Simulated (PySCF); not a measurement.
Breaking a bond: BeF, doublet.

Levels of theory: UKS-PBE = PySCF 2.14.0 with unrestricted PBE/cc-pVDZ; UKS-PBE0 = unrestricted PBE0/cc-pVDZ (PySCF); UCCSD(T) = CCSD(T) on UHF/cc-pVDZ, 1 core orbital frozen in PySCF 2.14.0.

Energies relative to the lowest point of each curve near equilibrium, in eV; the last columns give the difference from UCCSD(T):

| R / Å | UKS-PBE | UKS-PBE0 | UCCSD(T) | UKS-PBE − UCCSD(T) | UKS-PBE0 − UCCSD(T) |
|---|---|---|---|---|---|
| 1.04 | 4.804 | 4.712 | 4.917 | -0.113 | -0.205 |
| 1.10 | 2.930 | 2.850 | 3.011 | -0.081 | -0.161 |
| 1.17 | 1.503 | 1.441 | 1.557 | -0.054 | -0.117 |
| 1.22 | 0.848 | 0.798 | 0.885 | -0.038 | -0.088 |
| 1.29 | 0.293 | 0.262 | 0.312 | -0.019 | -0.050 |
| 1.33 | 0.120 | 0.099 | 0.131 | -0.011 | -0.032 |
| 1.37 | 0.028 | 0.017 | 0.032 | -0.004 | -0.015 |
| 1.41 | 0.000 | 0.000 | 0.000 | 0.000 | 0.000 |
| 1.44 | 0.015 | 0.022 | 0.013 | 0.002 | 0.010 |
| 1.52 | 0.166 | 0.195 | 0.164 | 0.002 | 0.030 |
| 1.60 | 0.433 | 0.482 | 0.439 | -0.006 | 0.043 |
| 1.71 | 0.906 | 0.984 | 0.934 | -0.028 | 0.050 |
| 1.87 | 1.680 | 1.801 | 1.757 | -0.077 | 0.044 |
| 2.04 | 2.494 | 2.661 | 2.637 | -0.143 | 0.024 |
| 2.24 | 3.350 | 3.562 | 3.583 | -0.233 | -0.021 |

UKS-PBE is furthest from UCCSD(T) at 2.24 (-0.233 eV, below); its mean absolute difference over the points is 0.054 eV.

UKS-PBE0 is furthest from UCCSD(T) at 1.04 (-0.205 eV, below); its mean absolute difference over the points is 0.059 eV.

The scan ran from 1.04 to 5.46 Å; beyond the distances shown one of the unrestricted levels run for this scan, shown here or not, changes its spin distribution in one step.
